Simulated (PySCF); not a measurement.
propoxy(silyl)silane (C3H12OSi2), SMILES [SiH3][SiH2]OCCC.

Geometry optimised at PBE-D3(BJ)/def2-SVP. Other conformers were not sampled.

These are TDA-PBE/def2-SVPD in PySCF 2.14.0 values and carry that method's errors.

Vertical excitations. The molecule is in vacuum.

Computed excitation energies, oscillator strengths and character:
| state | energy (eV) | λ (nm) | f | main pairs |
|---|---|---|---|---|
| S1 | 5.59 | 222 | 0.000 | HOMO→LUMO 100 % |
| S2 | 6.11 | 203 | 0.013 | HOMO−1→LUMO 93 % |
| S3 | 6.28 | 198 | 0.007 | HOMO→LUMO+1 97 % |
| S4 | 6.41 | 193 | 0.004 | HOMO→LUMO+3 83 %, HOMO→LUMO+2 16 % |
| S5 | 6.44 | 193 | 0.012 | HOMO→LUMO+2 83 %, HOMO→LUMO+3 16 % |
| S6 | 6.62 | 187 | 0.007 | HOMO−2→LUMO 89 % |
| T1 | 5.36 | 231 | 0 | HOMO→LUMO 98 % |
| T2 | 5.57 | 222 | 0 | HOMO−1→LUMO 94 % |
Triplets are in the Tamm–Dancoff approximation.
